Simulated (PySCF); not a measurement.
Simulated Si 1s region for `[SiH3]O[SiH2]Br`, binding energy against the vacuum level.

Every computed line was given a Gaussian of 0.4 eV full width at half maximum and an area set by the number of equivalent atoms; the highest printed point is 100. Level of theory: PySCF, delta-SCF UKS SCAN, pcX-2 on the ionised atom, pcseg-1 elsewhere, spin-free X2C.

(binding energy (eV), intensity): (1847.2, 0), (1847.3, 2), (1847.4, 9), (1847.5, 28), (1847.6, 60), (1847.7, 91), (1847.8, 99), (1847.9, 76), (1848.0, 47), (1848.1, 36), (1848.2, 53), (1848.3, 84), (1848.4, 100), (1848.5, 85), (1848.6, 51), (1848.7, 22), (1848.8, 7), (1848.9, 1), (1849.0, 0)

Question: Count the maxima, the lines and the sites behind this envelope.

Answer: The curve has 2 maxima (at 1847.8 and 1848.4 eV). Under it lie 2 lines from 2 inequivalent silicon sites.

Question: Decompose the envelope and assign each component. Numbering: `[SiH3:1][O:2][SiH2:3][Br:4]`.

Answer: 
```json
{"position (eV)": "1847.77", "relative area": "1", "line": "Si 1s", "atoms": "Si1", "environment": "oxygen-bound silicon"}
{"position (eV)": "1848.40", "relative area": "1", "line": "Si 1s", "atoms": "Si3", "environment": "oxygen-bound silicon"}
```

Question: Above which line width would these two lines show one maximum?

Answer: Two equal Gaussians merge once their distance is under 2σ = FWHM/1.177. With 0.63 eV between them that is a full width over 0.74 eV.

The listed Si 1s values span 0.63 eV, from Si1 (bonded to O and 3 H) to Si3 (bonded to O, Br and 2 H). Summing the Pauling electronegativity differences to the bonded atoms, each weighted by its formal bond order, gives +2.44 for the lowest site and +3.20 for the highest.

No satellites, vibrations or lifetime broadening are included. The structure is a single PBE0-D3(BJ)/def2-SVP conformer in the gas phase; no vibrational or solvent corrections.

The run took 38 s wall on an AMD EPYC with one thread, shared host with 64 logical CPUs at a one-minute load of 61, and the process peaked at 0.48 GiB of memory.

Conformer computed: `[SiH3:1][O:2][SiH2:3][Br:4]`: Si1–O2–Si3–Br4 -4°.
